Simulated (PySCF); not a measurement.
Job file and geometry (Å, from GFN2-xTB) of an NMR shielding run on SMILES CC[C@@H]1C[SiH2]N[Si@@H]1O[SiH3], C4H15NOSi3, GIAO PBE0/pcSseg-1 NMR shielding, non-relativistic, gas phase (PySCF 2.14.0, density-fitted response routines); density fitting, a coarse starting grid and PySCF grid level 2 are the driver's defaults:

```
$ OMP_NUM_THREADS=1 python probes_run.py task.json out

{"job": {"kind": "nmr", "xc": "PBE0", "basis": "pcSseg-1"}, "charge": 0, "multiplicity": 1}
C      2.448614    -1.338025    -0.363911
C      1.736730    -0.358872     0.559821
C      0.857053     0.625454    -0.208845
C      0.245410     1.679574     0.729276
Si    -1.219084     2.515247    -0.144659
N     -1.620451     1.198035    -1.193210
Si    -0.566306    -0.172332    -1.191228
O     -1.212183    -1.455973    -0.429185
Si    -1.996285    -2.100350     0.832943
H      3.095117    -2.003309     0.205148
H      3.058938    -0.804073    -1.089832
H      1.722690    -1.940845    -0.904849
H      1.117786    -0.921235     1.264083
H      2.480393     0.195102     1.142901
H      1.497443     1.152861    -0.924773
H     -0.121026     1.175920     1.627018
H      1.010327     2.382859     1.062854
H     -0.831713     3.692360    -0.934407
H     -2.333270     2.839038     0.753237
H     -2.463558     1.202887    -1.737726
H     -0.309726    -0.677408    -2.534987
H     -1.770293    -3.534294     0.670311
H     -3.408719    -1.734514     0.730415
H     -1.429622    -1.598343     2.087161
```

Problem. What does the program print?

Solution. 
```
coarse grid: 20664 points
cycle   1  E = -1159.0496829939  dE =  9.334e-01  |g| = 9.192e-01  |ddm| = 4.433e+00
cycle   2  E = -1158.8269882922  dE =  2.227e-01  |g| = 1.398e+00  |ddm| = 1.962e+00
cycle   3  E = -1159.2121837460  dE = -3.852e-01  |g| = 1.321e-01  |ddm| = 1.381e+00
cycle   4  E = -1159.2150337658  dE = -2.850e-03  |g| = 6.005e-02  |ddm| = 1.574e-01
cycle   5  E = -1159.2157972801  dE = -7.635e-04  |g| = 1.439e-02  |ddm| = 6.067e-02
cycle   6  E = -1159.2158400863  dE = -4.281e-05  |g| = 4.063e-03  |ddm| = 1.721e-02
cycle   7  E = -1159.2158436356  dE = -3.549e-06  |g| = 8.593e-04  |ddm| = 3.909e-03
final grid: 183392 points
cycle   8  E = -1159.2757513658  dE = -3.784e-05  |g| = 1.148e-02  |ddm| = 3.110e-02
cycle   9  E = -1159.2757210626  dE =  3.030e-05  |g| = 1.664e-02  |ddm| = 2.363e-02
cycle  10  E = -1159.2757805275  dE = -5.946e-05  |g| = 1.521e-03  |ddm| = 1.429e-02
cycle  11  E = -1159.2757809903  dE = -4.628e-07  |g| = 2.759e-04  |ddm| = 1.378e-03
cycle  12  E = -1159.2757810052  dE = -1.487e-08  |g| = 8.112e-05  |ddm| = 3.311e-04
cycle  13  E = -1159.2757810066  dE = -1.372e-09  |g| = 3.095e-05  |ddm| = 9.993e-05
cycle  14  E = -1159.2757810068  dE = -2.142e-10  |g| = 3.584e-06  |ddm| = 2.631e-05
converged SCF energy = -1159.2757810068

GIAO shielding tensors (ppm)
atom      isotropic    diamagn.    paramagn.     s11        s22        s33       span
  0 C      168.774     248.196     -79.421    157.498    162.625    186.200     28.701
  1 C      154.019     248.070     -94.051    139.441    149.910    172.704     33.263
  2 C      155.996     258.740    -102.744    144.739    152.655    170.593     25.854
  3 C      170.432     253.793     -83.361    151.454    168.679    191.162     39.708
  4 Si     376.637     881.063    -504.426    340.438    364.472    425.000     84.563
  5 N      229.639     326.911     -97.272    188.949    236.933    263.036     74.087
  6 Si     368.740     882.269    -513.528    351.817    364.413    389.990     38.173
  7 O      291.690     402.278    -110.588    244.719    291.036    339.315     94.597
  8 Si     393.564     880.464    -486.900    355.199    360.937    464.555    109.356
  9 H       30.358      28.618       1.741     25.749     27.068     38.258     12.509
 10 H       30.743      30.345       0.398     26.566     28.723     36.940     10.374
 11 H       30.556      31.558      -1.002     25.578     31.134     34.956      9.377
 12 H       30.176      34.576      -4.400     26.836     29.673     34.021      7.185
 13 H       29.873      32.568      -2.695     24.441     29.702     35.477     11.036
 14 H       31.009      35.831      -4.821     26.431     30.552     36.045      9.614
 15 H       30.815      34.603      -3.788     26.780     29.344     36.321      9.541
 16 H       30.465      32.091      -1.626     25.562     27.963     37.869     12.307
 17 H       26.768      29.107      -2.339     23.084     23.884     33.336     10.251
 18 H       26.612      29.229      -2.617     23.231     24.004     32.601      9.370
 19 H       30.931      31.113      -0.182     22.927     26.792     43.073     20.146
 20 H       26.604      30.672      -4.068     23.203     24.051     32.559      9.356
 21 H       26.608      28.936      -2.328     22.938     24.462     32.424      9.486
 22 H       26.566      29.295      -2.728     22.835     24.848     32.015      9.181
 23 H       26.544      31.405      -4.861     22.521     26.322     30.789      8.268
```

Problem. Turn these shieldings into chemical shifts. References, each an isolated molecule treated in the same way: 13C (σ = 186.93 ppm), 29Si (σ = 349.16 ppm), 1H (σ = 31.72 ppm) vs TMS; 15N (σ = 267.73 ppm) against NH3; 17O (σ = 336.08 ppm) against H2O.

Solution. Averaging equivalent atoms: C 1: 32.9; C 2: 30.9; C 0: 18.2; C 3: 16.5; Si 6: -19.6; Si 4: -27.5; Si 8: -44.4; N 5: 38.1; O 7: 44.4; H 21/22/23: 5.14; H 20: 5.11; H 18: 5.10; H 17: 4.95; H 13: 1.84; H 12: 1.54; H 16: 1.25; H 9/10/11: 1.16; H 15: 0.90; H 19: 0.79; H 14: 0.71 ppm. Experimental scales use liquid or dissolved standards, which lie at an offset from isolated NH3 (liquid NH3: subtract about 20 ppm) and H2O (liquid H2O: subtract about 36 ppm).

Size and cost of the density-fitted run: 249 basis functions, 2.6 min wall time on 1 thread of an Intel Xeon, shared host; peak memory 1.1 GiB.
